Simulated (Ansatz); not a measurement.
Program: Ansatz. Geometries: PBE0-D4/def2-TZVP. ΔE: electronic, gas phase. CCSD(T)/CBS adds triple-zeta CCSD(T) − MP2 to the extrapolated MP2 energy (def2 sets, frozen cores). This one scheme is used for every species. Functionals use def2-TZVPP. B3LYP here is the variant with VWN-RPA as its local correlation; programs differ in this. Each species was taken in one conformer, which may not be the lowest.

Reaction (hydrogenolysis of the Si–C bond): `N[SiH2]C(Cl)Cl` + H₂ → `N[SiH3]` + `ClCCl`

| level | ΔE (eV) |
| --- | --- |
| B3LYP-D4 | -0.15 |
| HF/def2-TZVPP | -0.49 |

Task: What does CCSD(T)/CBS give? (Estimate.)

Result: Ansatz gave: -0.12 eV. The listed levels differ from it by -0.03, -0.37 eV.

Largest T1 diagnostic among the species: 0.010.

In def2-TZVPP, CCSD(T) changes the Hartree–Fock value by +0.33 eV (the triples alone add +0.07 eV) and MP2 by +0.40 eV. The D4 term adds +0.17 eV with B3LYP and +0.09 eV with PBE0; it sums over pairs of atoms, weighted by their polarisabilities, and B3LYP, whose exchange is more repulsive, gets the larger term.
